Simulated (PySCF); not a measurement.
**Assigning NMR signals**

Mapped SMILES: `[CH2:1]=[CH:2][c:3]1[cH:4][cH:5][c:6]2[c:7]([cH:8]1)[CH2:9][CH2:10]2`. Each H is labelled by its parent atom. Ha(C1) is cis to C3; Hb(C1) is trans to C3.

All values are calculated (PySCF): σ from GIAO-PBE0/pcSseg-1, geometry: PBE0-D3(BJ)/def2-SVP. Averaged over atoms made equivalent by symmetry, fast rotation or ring inversion, no relativistic terms, single conformer, in vacuum.

Shifts are taken against calculated references (same method and geometry level): ¹³C (σref 184.41), ¹H (σref 31.27) against TMS.

(1) Assign these signals to the numbered atoms. ¹³C{¹H} NMR (computed): δ 150.7 (C), 150.1 (C), 146.0 (CH), 140.5 (C), 135.5 (CH), 127.8 (CH), 121.3 (CH), 116.9 (CH2), 30.8 (CH2), 30.6 (CH2).

(2) Assign these signals to the numbered atoms. ¹H NMR (400 MHz, computed): δ 7.62 (s, 1H), 7.11 (m, 1H), 7.03 (m, 1H), 6.58 (m, 1H), 6.10 (m, 1H), 5.43 (m, 1H), 3.18 (m, 2H), 3.15 (m, 2H).

## Answers

(1) 
150.7 → C6, substituted aromatic carbon
150.1 → C7, substituted aromatic carbon
146.0 → C2, alkene CH: an sp2 carbon of a C=C bond
140.5 → C3, substituted aromatic carbon
135.5 → C4, aromatic CH: the aromatic region
127.8 → C5, aromatic CH
121.3 → C8, aromatic CH
116.9 → C1, terminal =CH2 carbon: the olefinic region
30.8 → C10, sp3 CH2 on an aromatic ring: aliphatic region, no heteroatom directly attached
30.6 → C9, sp3 CH2 on an aromatic ring

C6 and C7; C10 and C9 lie closer than the usual error of such a calculation, so a measured spectrum could show them in the other order.

(2) 
| δ (ppm) | atoms | environment | reason |
| --- | --- | --- | --- |
| 7.62 | H(C8) | hydrogen on an aromatic CH | it sits in the deshielding region of the aromatic ring current |
| 7.11 | H(C5) | hydrogen on an aromatic CH | – |
| 7.03 | H(C4) | hydrogen on an aromatic CH | – |
| 6.58 | H(C2) | hydrogen on an alkene CH | olefinic region |
| 6.10 | Ha(C1) | hydrogen on a terminal =CH2 carbon | attached to an sp2 carbon and in the plane of the double bond |
| 5.43 | Hb(C1) | hydrogen on a terminal =CH2 carbon | – |
| 3.18 | H(C9) | hydrogen on an sp3 CH2 on an aromatic ring | benzylic-type position, deshielded by the ring |
| 3.15 | H(C10) | hydrogen on an sp3 CH2 on an aromatic ring | – |

H(C5) and H(C4); H(C9) and H(C10) lie closer than the usual error of such a calculation, so a measured spectrum could show them in the other order.

Shifts are as computed. Against solution values, carbons near 30 ppm lie about +2 ppm off and those near 130 ppm about +5 ppm. Of 1211 compounds with measured shifts, 218 miss one by over three times the rms of a fit or turn the order of signals round; such compounds aren't used in these exercises. Multiplicities follow the n + 1 count of equivalent neighbours, as no J values were calculated; m marks all less simple cases, F and P coupling included.
